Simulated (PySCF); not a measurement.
**NMR parameters of B2(F)4**

B2(F)4, B2F4, point group D2.

Geometry:
```json
{"atom": "B1", "x (Å)": "-0.265", "y (Å)": "-0.804", "z (Å)": "-0.152"}
{"atom": "F2", "x (Å)": "0.490", "y (Å)": "-1.697", "z (Å)": "-0.761"}
{"atom": "F3", "x (Å)": "-1.462", "y (Å)": "-1.200", "z (Å)": "0.229"}
{"atom": "B4", "x (Å)": "0.272", "y (Å)": "0.804", "z (Å)": "0.145"}
{"atom": "F5", "x (Å)": "-0.026", "y (Å)": "1.797", "z (Å)": "-0.669"}
{"atom": "F6", "x (Å)": "0.990", "y (Å)": "1.101", "z (Å)": "1.209"}
```

GIAO calculations in PySCF 2.14 on the PBE0-D3(BJ)/def2-SVP structure: isolated species, non-relativistic, equivalent atoms averaged; basis pcSseg-1.

**Question.** Give the isotropic shieldings (ppm) with PBE0, wB97X-D.

**Answer.** 
| atoms | environment | PBE0 | wB97X-D |
| --- | --- | --- | --- |
| F2/F3/F5/F6 | fluorine bonded to B | 213.6 | 224.1 |
| B1/B4 | boron bonded to B, 2 F | 76.9 | 78.3 |
| HOMO–LUMO gap (eV) | – | 9.07 | 13.02 |

**Question.** And the chemical shifts, against references computed in the same way?

**Answer.** 
| atoms | nucleus, reference | PBE0 | wB97X-D |
| --- | --- | --- | --- |
| F2/F3/F5/F6 | 19F, CFCl3 | -36.3 | -36.9 |
| B1/B4 | 11B, BF3·OEt2 | 23.8 | 23.3 |

**Question.** Which part of the shielding of F2/F3/F5/F6 depends on the functional?

**Answer.** Diamagnetic: PBE0 468, wB97X-D 468 ppm; paramagnetic: PBE0 -254, wB97X-D -244 ppm. The diamagnetic part, set mainly by inner electrons, hardly moves; the paramagnetic part goes with low-lying magnetically allowed excitations and carries the spread.

**Question.** What couplings does B3LYP/pcJ-1 give?

**Answer.** 1J(B1,F2) = -179.1, 1J(B1,B4) = 164.0, 2J(F2,F3) = -259.9, 2J(B1,F5) = 82.3, 3J(F2,F5) = 26.7 Hz (averaged over equivalent pairs; isotopes 11B, 19F).

Unscaled 19F shifts against computed CFCl3 carry errors that often reach 10 to 50 ppm.
